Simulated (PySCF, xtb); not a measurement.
B(H)2(OEt) (C2H7BO), SMILES CCOB.

Geometry optimised at TPSSh-D3(BJ)/def2-SVP. This is a generated structure with no PubChem entry under its InChIKey; it may be hypothetical. The values are those of a single conformer.

These are C-PCM-M06-2X/def2-SVP (PySCF) values and carry that method's errors.

The values are the electrostatic part of the solvation free energy, E(continuum) − E(gas) at the gas-phase geometry, in a cavity of scaled van der Waals radii (PySCF's table); cavitation and dispersion terms are not included. In vacuum the orbital gap is 10.77 eV. The dipole moment in vacuum is 1.88 D.

Computed values in water (ε = 78.36), 1-octanol (ε = 9.86), acetone (ε = 20.49):
```tsv
solvent	ε	ΔG(elec) (kcal/mol)	dipole (D)	gap (eV)
water	78.36	-2.1	2.30	10.81
1-octanol	9.86	-1.9	2.26	10.81
acetone	20.49	-2.0	2.28	10.81
```

For comparison, GFN2-xTB/ALPB(water) (xtb, at the GFN2-xTB geometry, all terms of that model) gives -1.8 kcal/mol.
